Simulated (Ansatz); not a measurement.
`[CH2]1[O][SnH2]1`, relaxed with RKS PBE-D4/def2-SVP in Ansatz 0.2.0 from a rough embedded geometry. The force threshold is 0.03 eV/Å; the program also tests the step.

Total charge 0; spin multiplicity 1. Sn takes the def2 core potential.

Start:

```xyz
7

C    -0.552    0.301   -0.868
O    -0.109    1.228   -0.055
Sn    0.479   -0.562    0.707
H    -1.647    0.145   -0.861
H     0.021    0.302   -1.878
H     2.239   -0.607    0.710
H    -0.430   -0.807    2.246
```

```
        step  energy (eV)  largest force (eV/Å)  largest move (Å)
           1   -8972.0696                 2.940             0.000
           2   -8972.5004                 1.029             0.194
           3   -8972.5881                 0.742             0.059
           4   -8972.6343                 1.119             0.110
           5   -8972.6792                 0.797             0.079
           6   -8972.7037                 0.564             0.119
7 (rejected)   -8972.6596                 1.070             0.112
           8   -8972.7124                 0.130             0.036
9 (rejected)   -8972.7110                 0.191             0.019
          10   -8972.7136                 0.015             0.009
```

End:

```xyz
7

C    -0.571    0.467   -0.917
O    -0.101    1.226   -0.015
Sn    0.464   -1.040    0.655
H    -1.654    0.165   -0.927
H    -0.024    0.294   -1.883
H     2.116   -0.465    0.861
H    -0.231   -0.648    2.226
```

Run time 12 s (2 threads of an Arm Neoverse V1 on a shared host); peak host memory 0.13 GiB.
